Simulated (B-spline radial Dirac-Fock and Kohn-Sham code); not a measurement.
## Photoelectron lines of Mn⁴⁺ at 6860 eV

System: manganese as Mn⁴⁺, configuration [Ar] 3d3.

Input file task.json (cfg lists n, l and occupation; rrms is the nuclear radius in fm):

```json
{"items": [{
  "Z": 25,
  "q": 4,
  "cfg": [[1, 0, 2], [2, 0, 2], [2, 1, 6], [3, 0, 2], [3, 1, 6], [3, 2, 3]],
  "A": 55,
  "rrms": 3.7057,
  "do": ["binding", "quiet", "photo"],
  "hv": [25.6, 29.0, 29.7, 30.3, 30.9, 39.5, 118.0, 790.0, 984.0, 1980.0, 2700.0, 2740.0, 3480.0, 5510.0, 6860.0, 8640.0, 9180.0, 26100.0, 27700.0, 31500.0, 42200.0, 58900.0, 136000.0, 152000.0]
}]}
```

Run with: `python xray_run.py task.json out`

Method: Dirac-Hartree-Slater photoionisation with all multipoles and Dirac-Fock thresholds. Computed with a radial atomic solver. The asymmetry parameter β is from the dipole term alone. Kinetic energies are from the vacuum level. Open shells are spread statistically over j, without multiplet splitting.

The last column is dσ/dΩ = σ/(4π) · [1 − (β/2) P₂(cos θ)] at θ = 90° from the beam of unpolarised light.

| subshell | electrons | binding (eV) | kinetic (eV) | σ (kb) | β | dσ/dΩ (kb/sr) |
| --- | --- | --- | --- | --- | --- | --- |
| 1s | 2 | 6616.1 | 243.9 | ? | ? | ? |
| 2s | 2 | 851.7 | 6008.3 | 2.28 | 2.00 | 0.272 |
| 2p1/2 | 2 | 730.7 | 6129.3 | 0.579 | 0.89 | 0.0563 |
| 2p3/2 | 4 | 720.5 | 6139.5 | 1.08 | 0.88 | 0.105 |
| 3s | 2 | 161.0 | 6699.0 | 0.340 | 2.00 | 0.0406 |
| 3p1/2 | 2 | 123.2 | 6736.8 | 0.0782 | 0.84 | 0.00753 |
| 3p3/2 | 4 | 121.8 | 6738.2 | 0.146 | 0.83 | 0.0141 |
| 3d3/2 | 1.2 | 70.02 | 6790.0 | 0.000949 | 0.35 | 8.22e-05 |
| 3d5/2 | 1.8 | 69.88 | 6790.1 | 0.00137 | 0.35 | 0.000119 |

Question: What are σ and β for 1s?

Answer: σ = 32.8 kb, the largest of all subshells and 88 % of the total, and β = 2.00, which gives dσ/dΩ = 3.91 kb/sr.

Run: 1.1 s of CPU time on 1 thread of AMD EPYC 9R45 96-Core Processor (shared host), peak memory 0.35 GiB.
